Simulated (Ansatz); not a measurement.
Ideal-gas functions of `O=C=[N][InH][Cl]` at 800 K and 1 bar, from an Ansatz frequency run at PBE0-D4/def2-TZVP.

Molar mass 193.3 g/mol, point group Cs (symmetry number 1), electronic degeneracy 1, moments of inertia 151.866, 368.814, 520.68 u Å². Harmonic wavenumbers (cm⁻¹, unscaled): 49, 60, 142, 362, 396, 425, 478, 652, 678, 1422, 1936, 2335.

Use S(trans) = R[1.5 ln M + 2.5 ln T − 1.1517]; rotational temperatures θ = 24.2544 K / I; S(rot) = R[ln(√π/σ · √(T³/θAθBθC)) + 1.5]; for each mode x = 1.438777 ν̃/T, S = R[x/(eˣ − 1) − ln(1 − e⁻ˣ)] and H = RT x/(eˣ − 1); 1 cm⁻¹ = 0.0119627 kJ/mol; R = 8.31446 J/(mol·K).

Question: By hand: the entropy, in J/(mol·K).

Answer: Translation 195.0. Rotation: θ = 0.1597, 0.0658, 0.0466 K, giving 132.3. Vibration, mode by mode: 28.51, 26.83, 19.69, 12.03, 11.31, 10.75, 9.82, 7.45, 7.16, 2.46, 1.18, 0.66, in all 137.8. Electronic 0.0. Sum 465.1 J/(mol·K).

Question: By hand: H − E and G − E in kJ/mol, counted from the electronic energy.

Answer: Zero-point energy ½ × 8935 × 0.0119627 = 53.4; thermal vibration 45.9; translation, rotation and pV give 4 RT = 26.6. H − E = 125.9 kJ/mol, and G − E = 125.9 − 800 × 465.1/1000 = -246.2 kJ/mol.

Vibration gives 30 % of the entropy, 75.0 J/(mol·K) of it from the modes under 150 cm⁻¹: soft modes count most, and the harmonic formula is weakest for them. The sum counts one conformer and one mirror image; others add a mixing term.
